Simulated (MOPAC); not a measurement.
MOPAC input (MNDO):

```
MNDO PRECISE GNORM=0.05 LET XYZ GEO-OK AUX(PRECISION=9) THREADS=1
AlBrO

Al   -0.00000000 1   -0.00000000 1   -1.16094100 1
O    -0.00000000 1   -0.00000000 1   -2.75813000 1
Br    0.00000000 1    0.00000000 1    1.06163600 1
```

From the output:

```
                                                       MOPAC v23.2.5 Linux

          FINAL HEAT OF FORMATION =        -43.97792 KCAL/MOL =    -184.00360 KJ/MOL

          COSMO AREA              =        101.43 SQUARE ANGSTROMS
          COSMO VOLUME            =         88.80 CUBIC ANGSTROMS

          GRADIENT NORM           =          0.03187          =       0.01840 PER ATOM
          IONIZATION POTENTIAL    =         11.622886 EV
          HOMO LUMO ENERGIES (EV) =        -11.623 -1.847
          NO. OF FILLED LEVELS    =          8
          MOLECULAR WEIGHT        =        122.8849         POINT GROUP:  C*v

          MOLECULAR DIMENSIONS (Angstroms)

            Atom       Atom       Distance
           Br     3    O     2     3.63887
           Br     3    O     2     0.00000
           Al     1   Br     3     0.00000

          SCF CALCULATIONS        =          8

   ATOM   CHEMICAL          X               Y               Z
  NUMBER   SYMBOL      (ANGSTROMS)     (ANGSTROMS)     (ANGSTROMS)

     1      Al          0.00000000  *  -0.00000000  *  -1.15469570  *
     2       O         -0.00000000  *   0.00000000  *  -2.63566026  *
     3      Br          0.00000000  *  -0.00000000  *   1.00320487  *

                             CARTESIAN COORDINATES

   1   Al        0.000000000    -0.000000000    -1.154695697
   2    O       -0.000000000     0.000000000    -2.635660263
   3   Br        0.000000000    -0.000000000     1.003204874

           Empirical Formula: O Al Br  =     3 atoms

      MOLECULAR POINT GROUP   :   C*v

                  EIGENVALUES
 -36.88535 -25.90624 -14.97654 -12.91208 -12.91208 -12.90734 -11.62289 -11.62289
  -1.84723   0.65869   0.65869   4.67201

              NET ATOMIC CHARGES AND DIPOLE CONTRIBUTIONS

  ATOM NO.   TYPE          CHARGE      No. of ELECS.   s-Pop       p-Pop
    1         Al           0.695797        2.3042     0.84577     1.45844
    2          O          -0.492870        6.4929     1.86778     4.62509
    3         Br          -0.202927        7.2029     1.98884     5.21408
 DIPOLE           X         Y         Z       TOTAL
 POINT-CHG.     0.000    -0.000     1.403     1.403
 HYBRID         0.000     0.000     0.152     0.152
 SUM            0.000     0.000     1.555     1.555

          ATOMIC ORBITAL ELECTRON POPULATIONS

     Atom    s        px        py        pz
    1 Al   0.84577   0.44339   0.44339   0.57165
    2  O   1.86778   1.58758   1.58758   1.44992
    3 Br   1.98884   1.96902   1.96902   1.27604

 **********************
 *                    *
 * JOB ENDED NORMALLY *
 *                    *
 **********************

 == MOPAC DONE ==
```

The geometry given is a B3LYP-D3(BJ)/def2-TZVP minimum.
